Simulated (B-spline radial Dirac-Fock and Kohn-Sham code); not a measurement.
# The K (1s) level from Nd to Er

Level of theory: ΔSCF Dirac-Fock with Breit, self-energy and vacuum polarisation, finite nucleus, configuration average; an atomic code on a B-spline grid. Free neutral atoms, energies in eV. The model has no electron correlation. Relaxation, Breit and QED are contributions to the binding energy. "Screened" places the removed electron in the lowest shell with room, a model of an edge from the Fermi level; tabulated edges (Elam, Ravel and Sieber 2002) are for the standard state, and for monatomic gases they compare with the unscreened value. A dash: no value, or a hole state left out as unreliable.

```csv
Z,element,binding,relaxation,Breit,QED,screened,tabulated edge
60,Nd,43572.0,-75.4,-115.15,-59.24,43566.5,43569
61,Pm,45187.1,-76.6,-121.52,-62.61,45181.6,45184
62,Sm,46836.4,-77.8,-128.14,-66.11,46831.0,46834
63,Eu,48520.8,-79.0,-135.01,-69.75,48515.5,48519
64,Gd,50248.1,-79.6,-142.13,-73.53,50241.8,50239
65,Tb,51996.5,-81.3,-149.52,-77.46,51991.4,51996
66,Dy,53787.8,-82.5,-157.17,-81.54,53782.8,53789
67,Ho,55616.6,-83.7,-165.11,-85.77,55611.7,55618
68,Er,57482.3,-84.9,-173.33,-90.16,57477.6,57486
```

**Question.** With what power of Z do the binding energy and the Breit term grow over this range?

**Answer.** Between the end points the binding energy grows as Z^2.21 and the Breit term as Z^3.27.

Values without a named source are computed, but for edge energies of neutral atoms, which are taken from tables.
